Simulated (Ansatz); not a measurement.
Ansatz (a quantum-chemistry and plane-wave program) input (r2SCAN/def2-TZVP):

Ansatz 0.2 input:
```yaml
crystal:
  periodic: [false, false, false]
  atoms:
    - {symbol: Sn, position_ang: [-0.00000000, -0.00000000, -0.99765710]}
    - {symbol: Br, position_ang: [0.00000000, 0.00000000, 1.42522443]}
basis:
  gaussian:
    orbitals: def2-TZVP
hamiltonian:
  xc: {name: r2SCAN}
total_charge: 1
relax: {f_tol: 0.003, max_steps: 100}
```

End of the output:

```
mean field -75873.51695756 eV, -2788.3003192734 hartree, gradient 1.6e-5 eV, S^2 0.000000; 0 other end points of the search recorded, 0 dependent functions left out
the calculation of the forces begins
reference -75873.51696625 eV, -2788.3003195928 hartree; 28, 28 occupied and 70, 70 virtual orbitals, 764 factors
relax step   3: F+E_penalty+E_count = -75873.51695756 eV  Δ(F+E_penalty+E_count) = -1.834e-3 eV  max|allowed force component| = 6.752e-3 eV/Å  Δτ_max = 0.0074 Å  (31 SCF iters, accepted)
these checks for a lower state are left out or cut short: starts, cluster_reference, orbital_swaps, neighbouring_geometries, increment
integrals: 0.03 GiB planned
764 factors; their error is unknown
mean field: 0.24 GiB planned
mean field -75873.51695833 eV, -2788.3003193017 hartree, gradient 3.1e-5 eV, S^2 0.000000; 0 other end points of the search recorded, 0 dependent functions left out
the calculation of the forces begins
reference -75873.51696702 eV, -2788.3003196212 hartree; 28, 28 occupied and 70, 70 virtual orbitals, 764 factors
relax step   4: F+E_penalty+E_count = -75873.51695833 eV  Δ(F+E_penalty+E_count) = -7.704e-7 eV  max|allowed force component| = 4.615e-3 eV/Å  Δτ_max = 0.0004 Å  (20 SCF iters, accepted)
these checks for a lower state are left out or cut short: starts, cluster_reference, orbital_swaps, neighbouring_geometries, increment
integrals: 0.03 GiB planned
764 factors; their error is unknown
mean field: 0.24 GiB planned
mean field -75873.51695901 eV, -2788.3003193267 hartree, gradient 2.5e-5 eV, S^2 0.000000; 0 other end points of the search recorded, 0 dependent functions left out
the calculation of the forces begins
reference -75873.51696770 eV, -2788.3003196462 hartree; 28, 28 occupied and 70, 70 virtual orbitals, 764 factors
relax step   5: F+E_penalty+E_count = -75873.51695901 eV  Δ(F+E_penalty+E_count) = -6.804e-7 eV  max|allowed force component| = 2.975e-6 eV/Å  Δτ_max = 0.0001 Å  (20 SCF iters, accepted)
integrals: 0.03 GiB planned
764 factors; their error is unknown
mean field: 0.24 GiB planned
mean field -75873.51695901 eV, -2788.3003193267 hartree, gradient 2.9e-5 eV, S^2 0.000000; 1 other end points of the search recorded, 0 dependent functions left out
the calculation of the forces begins
reference -75873.51696770 eV, -2788.3003196462 hartree; 28, 28 occupied and 70, 70 virtual orbitals, 764 factors
Total energy: -75873.51696770 eV, -2788.3003196462 hartree
Atom 0 at    -0.000000    -0.000000    -0.988327 Å, force    -0.000000    -0.000000    -0.000003 eV/Å
Atom 1 at     0.000000     0.000000     1.415894 Å, force     0.000000     0.000000     0.000003 eV/Å
Dipole moment:    -0.000000     0.000000    -0.782099 e Å
```
